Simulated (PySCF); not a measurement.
CH₉NSeSi₂.
Numbering: `[CH3:1][NH:2][SiH2:3][Se:4][SiH3:5]` (hydrogens: H6, H7, H8 on C1; H9 on N2; H10, H11 on Si3; H12, H13, H14 on Si5)

Method: PBE0-D3(BJ)/def2-SVP geometry optimisation, gas phase in PySCF; density fitting, grid level 1; the optimiser is geomeTRIC in internal coordinates, started from a GFN2-xTB structure with every atom displaced at random (about 0.01 Å).

Step 1: E = -83748.1975 eV
```
atom  x, y, z in Å  |  force x, y, z in eV/Å
C1     -2.5340    0.0420    0.6821    0.047  -0.148   0.170
N2     -1.2973   -0.3498    0.0436    0.050   0.151  -0.032
Si3    -0.5629   -1.9020    0.2061   -0.572  -0.435  -0.140
Se4     1.2841   -1.9723   -1.1025    0.187   0.252   0.220
Si5     2.3082   -0.2989    0.0942    0.346   0.015  -0.187
H6     -2.6363   -0.4605    1.6633    0.056   0.060  -0.156
H7     -2.5554    1.1233    0.8817    0.001   0.096   0.009
H8     -3.4379   -0.2119    0.0958    0.007  -0.004   0.000
H9     -1.1042    0.1431   -0.8239   -0.022  -0.044   0.042
H10    -1.3690   -3.0560   -0.3275    0.006   0.050   0.043
H11    -0.3278   -2.1882    1.6522    0.117   0.077   0.031
H12     1.6817    1.0453   -0.0835   -0.052  -0.069  -0.037
H13     3.7024   -0.2547   -0.4523   -0.075   0.040   0.061
H14     2.3695   -0.6196    1.5518   -0.097  -0.041  -0.024
```

Step 2: E = -83748.2396 eV
```
atom  x, y, z in Å  |  force x, y, z in eV/Å
C1     -2.4892    0.0452    0.7063    0.021   0.034   0.053
N2     -1.2808   -0.3690    0.0331    0.055   0.003  -0.027
Si3    -0.6048   -1.9507    0.1727   -0.069  -0.161  -0.026
Se4     1.3172   -1.9987   -1.0564    0.024   0.074   0.103
Si5     2.2976   -0.2686    0.0859    0.025  -0.017  -0.033
H6     -2.5739   -0.4731    1.6756    0.008   0.013  -0.009
H7     -2.4765    1.1259    0.9261   -0.004  -0.005  -0.011
H8     -3.4137   -0.1759    0.1395   -0.008   0.013   0.004
H9     -1.0811    0.1305   -0.8276   -0.045  -0.006  -0.008
H10    -1.4188   -3.0878   -0.3762    0.030   0.049  -0.028
H11    -0.3769   -2.2337    1.6225    0.021   0.015   0.005
H12     1.6516    1.0450   -0.2010   -0.004  -0.002  -0.028
H13     3.7175   -0.2258   -0.3753   -0.028  -0.007   0.005
H14     2.2530   -0.5234    1.5559   -0.026  -0.003   0.000
```

Step 3: E = -83748.2555 eV
```
atom  x, y, z in Å  |  force x, y, z in eV/Å
C1     -2.4101    0.0710    0.7389    0.044  -0.001   0.069
N2     -1.2511   -0.4237    0.0337    0.006   0.027  -0.102
Si3    -0.6218   -2.0293    0.1323    0.087   0.044   0.157
Se4     1.3541   -2.0384   -1.0116   -0.011  -0.064  -0.065
Si5     2.2233   -0.2295    0.0843   -0.139   0.010   0.054
H6     -2.4982   -0.4392    1.7101   -0.015  -0.011   0.041
H7     -2.3174    1.1490    0.9552    0.008  -0.025  -0.019
H8     -3.3649   -0.0849    0.2013    0.010   0.000  -0.007
H9     -1.0415    0.0789   -0.8222   -0.025   0.004  -0.051
H10    -1.4299   -3.1389   -0.4682    0.017   0.014  -0.055
H11    -0.4144   -2.3385    1.5807   -0.060  -0.029  -0.005
H12     1.5668    1.0406   -0.3406    0.033   0.027  -0.013
H13     3.6698   -0.1768   -0.2702    0.025  -0.018  -0.010
H14     2.0564   -0.4006    1.5574    0.019   0.022   0.006
```

Problem. Estimate the geometry and energy of step 4. (The exact step hangs on the optimiser's Hessian estimate; all steps are aligned on step 3, rigid shifts and turns removed.)

Solution. E = -83748.2682 eV, largest force 0.312 eV/Å
```
atom  x, y, z in Å  |  force x, y, z in eV/Å
C1     -2.3190    0.0697    0.7789    0.015   0.130  -0.019
N2     -1.2081   -0.4416    0.0120   -0.023  -0.104  -0.015
Si3    -0.6416   -2.0718    0.0967    0.255   0.124   0.129
Se4     1.3839   -2.0875   -0.9537    0.028  -0.154  -0.135
Si5     2.1408   -0.1970    0.0813   -0.189   0.023   0.070
H6     -2.3724   -0.4486    1.7480    0.000  -0.022   0.038
H7     -2.1875    1.1426    0.9989   -0.012  -0.012   0.000
H8     -3.3017   -0.0549    0.2857   -0.001   0.000   0.001
H9     -1.0094    0.0639   -0.8455   -0.078   0.003  -0.012
H10    -1.4486   -3.1450   -0.5617   -0.012  -0.012  -0.047
H11    -0.4905   -2.4045    1.5470   -0.112  -0.024  -0.015
H12     1.5351    1.0313   -0.5111    0.036   0.030   0.002
H13     3.6138   -0.1638   -0.1344    0.051  -0.011  -0.004
H14     1.8263   -0.2529    1.5390    0.043   0.029   0.007
```

The energy changes by -0.0128 eV. The first-order estimate −F·Δx gives -0.0189 eV and the mean of the old and new forces, exact on a quadratic surface, -0.0123 eV. The step makes an angle of 83° with the force vector and moves no atom by more than 0.274 Å.

What follows is the cost of the whole optimisation. Hardware: one thread, Arm Neoverse V1 (aarch64), no GPU, shared host. Cost: 2.7 min of wall time, 0.54 GiB resident at most.
